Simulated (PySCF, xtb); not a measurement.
C5H5Cl, SMILES C#C[C@H]1C[C@H]1Cl.

GFN2-xTB (xtb 6.7.1) at its own geometry gives an orbital gap of 6.08 eV and a dipole moment of 2.01 D.

Geometry optimised at PBE0-D3(BJ)/def2-SVP.

**Question.** What does PBE/def2-TZVP (PySCF) give? (Estimate from the structure and the level; the computed values follow.)

**Answer.** gap 5.77 eV (levels -6.23 and -0.46 eV), dipole 1.85 D.
